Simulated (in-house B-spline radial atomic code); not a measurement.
Response and correlation along the 30-electron series, closed shell [Ar] 3d10 4s2; the second-order energy is extrapolated in partial waves. Computed with an all-electron radial atomic-structure program (B-spline basis): relativistic RPA and second-order many-body perturbation theory on Dirac-Hartree-Fock.

| ion | Z | dipole polarisability (bohr³) | quadrupole polarisability (bohr⁵) | ratio of RPA to uncoupled dipole | second order correlation energy (Eh) | C6 of two such ions (Eh bohr⁶) |
| --- | --- | --- | --- | --- | --- | --- |
| Ho37+ | 67 | 0.057233 | 0.0048657 | 1.0786 | -1.7976 | 0.012843 |
| Er38+ | 68 | 0.052791 | 0.0042829 | 1.0785 | -1.8012 | 0.011337 |
| Tm39+ | 69 | 0.048751 | 0.0037772 | 1.0786 | -1.8049 | 0.010026 |
| Yb40+ | 70 | ? | ? | ? | ? | ? |
| Lu41+ | 71 | 0.04172 | 0.002954 | 1.0788 | -1.8122 | 0.0078833 |
| Hf42+ | 72 | 0.038654 | 0.0026189 | 1.079 | -1.8159 | 0.0070072 |
| Ta43+ | 73 | 0.03585 | 0.0023255 | 1.0792 | -1.8196 | 0.006238 |
| W44+ | 74 | ? | ? | ? | ? | ? |
| Re45+ | 75 | ? | ? | ? | ? | ? |
| Os46+ | 76 | 0.028763 | 0.0016425 | 1.0803 | -1.8308 | 0.0044387 |
| Ir47+ | 77 | 0.026774 | 0.0014666 | 1.0807 | -1.8346 | 0.003973 |
| Pt48+ | 78 | 0.024943 | 0.0013112 | 1.0813 | -1.8384 | 0.0035606 |
| Au49+ | 79 | 0.023256 | 0.0011736 | 1.0818 | -1.8423 | 0.0031947 |
| Hg50+ | 80 | 0.021699 | 0.0010516 | 1.0825 | -1.8462 | 0.0028696 |

Question: Fill in the row of Yb40+.

Answer: dipole polarisability (bohr³): 0.045074; quadrupole polarisability (bohr⁵): 0.0033374; ratio of RPA to uncoupled dipole: 1.0786; second order correlation energy (Eh): -1.8085; C6 of two such ions (Eh bohr⁶): 0.008883.

Question: Fill in the row of W44+.

Answer: dipole polarisability (bohr³): 0.033282; quadrupole polarisability (bohr⁵): 0.0020681; ratio of RPA to uncoupled dipole: 1.0795; second order correlation energy (Eh): -1.8233; C6 of two such ions (Eh bohr⁶): 0.0055614.

Question: Fill in the row of Re45+.

Answer: dipole polarisability (bohr³): 0.030926; quadrupole polarisability (bohr⁵): 0.0018418; ratio of RPA to uncoupled dipole: 1.0799; second order correlation energy (Eh): -1.827; C6 of two such ions (Eh bohr⁶): 0.0049651.

Question: How fast does the dipole polarisability fall along the series?

Answer: From 0.05723 to 0.0217 bohr³; a fit of its logarithm against log Z from Z = 67 to 80 has slope -5.47.
